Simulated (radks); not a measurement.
Isoelectronic series with 20 electrons, each ion in its NIST ground configuration. Method: scalar-relativistic Kohn-Sham, r2SCAN, spin-polarised, spherical densities, finite nucleus; open shells are filled with parallel spins first (spin-orbit coupling, left out, can overturn this in heavy ions); meta-GGA in the generalised Kohn-Sham scheme; Fermi nuclear charge, rms radius of each element as measured or else 0.836 A^(1/3) + 0.57 fm; computed with a radial shooting solver on a logarithmic mesh with Libxc functionals. Total energies (hartree) and orbital eigenvalues (eV):

ion    configuration  E (hartree)         3p         3s         2p
Ca          [Ar] 4s2   -680.51084   -28.9530   -48.9346  -339.1371
Ti2+        [Ar] 3d2   -853.02695   -56.8401   -81.6653  -465.1152
Cr4+        [Ar] 3d2  -1047.04498  -106.3131  -136.8920  -629.5902
Fe6+        [Ar] 3d2  -1262.29231  -169.3545  -205.9841  -823.4577
Ni8+        [Ar] 3d2  -1498.83845  -245.2364  -288.1828  -1045.849
Zn10+       [Ar] 3d2  -1756.79465  -333.7409  -383.2925  -1296.512
Ge12+       [Ar] 3d2  -2036.29747  -434.7848  -491.2711  -1575.374
Se14+       [Ar] 3d2  -2337.50312  -548.3417  -612.1441  -1882.444
Kr16+       [Ar] 3d2  -2660.58438  -674.4162  -745.9754  -2217.778
Sr18+       [Ar] 3d2  -3005.73092  -813.0319  -892.8558  -2581.465
Zr20+       [Ar] 3d2  -3373.14857  -964.2259  -1052.897  -2973.620
Mo22+       [Ar] 3d2  -3763.05792  -1128.046  -1226.226  -3394.373
Ru24+       [Ar] 3d2  -4175.70210  -1304.547  -1412.992  -3843.875
Pd26+       [Ar] 3d2  -4611.33833  -1493.794  -1613.355  -4322.287
Cd28+       [Ar] 3d2  -5070.24111  -1695.855  -1827.492  -4829.789
Sn30+       [Ar] 3d2  -5552.70910  -1910.807  -2055.596  -5366.570
Te32+       [Ar] 3d2  -6059.05350  -2138.732  -2297.878  -5932.833
Xe34+       [Ar] 3d2  -6589.61907  -2379.718  -2554.565  -6528.793
Ba36+       [Ar] 3d2   -7144.7628  -2633.857  -2825.902  -7154.678
Ce38+       [Ar] 3d2   -7724.8726  -2901.249  -3112.154  -7810.727
Nd40+       [Ar] 3d2   -8330.3595  -3181.998  -3413.606  -8497.192
Sm42+       [Ar] 3d2   -8961.6308  -3476.215  -3730.555  -9214.339
Gd44+       [Ar] 3d2   -9619.2007  -3784.014  -4063.346  -9962.439
Dy46+       [Ar] 3d2  -10303.5543  -4105.517  -4412.330  -10741.78
